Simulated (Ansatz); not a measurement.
C₂H₅S (SMILES C[CH-]S), charge -1, singlet, geometry from GFN2-xTB (a gas-phase anion, which may not be bound at this level). Base run: MP2/6-31G* (Ansatz, a program for electronic structure).

Input for Ansatz:
Ansatz 0.2 input:
```yaml
crystal:
  periodic: [false, false, false]
  atoms:
    - {symbol: C, position_ang: [1.52434303, 0.56093113, 0.31490785]}
    - {symbol: C, position_ang: [0.04453370, 0.87676947, 0.10016236]}
    - {symbol: S, position_ang: [-0.85537500, -0.67174547, -0.23650192]}
    - {symbol: H, position_ang: [-1.44275204, -0.78543274, 0.97497304]}
    - {symbol: H, position_ang: [-0.04239817, 1.42199110, -0.87086914]}
    - {symbol: H, position_ang: [2.05346159, 1.50095317, 0.52444131]}
    - {symbol: H, position_ang: [1.64604989, -0.08913262, 1.18939805]}
    - {symbol: H, position_ang: [2.05837829, 0.07334497, -0.52433387]}
basis:
  gaussian:
    orbitals: 6-31G*
total_charge: -1
magnetization: {spin_polarized: false}
correlation: {method: mp2}
```

The base run was repeated with changes; each row names its change, and settings that it needs were set with it.

```tsv
change	basis functions	E (Eh)	MP2 correlation (Eh)	core-seconds (rough)
base	59	-476.43963	-0.38668	0.7
basis = STO-3G	24	-470.74505	-0.11343	0.2
basis = 3-21G	41	-473.89503	-0.23569	0.4
basis = 6-31G	41	(withheld)	(withheld)	0.5
basis = cc-pVDZ	71	-476.52085	-0.43359	0.8
basis = pc-1	71	-476.48047	-0.42822	0.8
basis = 6-31+G*	71	(withheld)	(withheld)	0.9
basis = def2-SVPD	(withheld)	(withheld)	(withheld)	2
basis = aug-cc-pVDZ	(withheld)	(withheld)	(withheld)	3
basis = pcseg-2	164	-476.66617	-0.53671	4
basis = pc-2	164	-476.66958	-0.53638	4
basis = def2-TZVPD	165	-476.67514	-0.53927	4
basis = cc-pVQZ	319	-476.73706	-0.59011	20
```

Q: Complete the blanks.

A: 
- basis = 6-31G, E (Eh): -476.21857
- basis = 6-31G, MP2 correlation (Eh): -0.23664
- basis = 6-31+G*, E (Eh): -476.47138
- basis = 6-31+G*, MP2 correlation (Eh): -0.39961
- basis = def2-SVPD, basis functions: 107
- basis = def2-SVPD, E (Eh): -476.38185
- basis = def2-SVPD, MP2 correlation (Eh): -0.46285
- basis = aug-cc-pVDZ, basis functions: 118
- basis = aug-cc-pVDZ, E (Eh): -476.57564
- basis = aug-cc-pVDZ, MP2 correlation (Eh): -0.46744

Totals compare only among sets that treat the same electrons; sets with core potentials leave the core out.

A gas-phase anion may not be bound at this level; its values then depend on the basis.
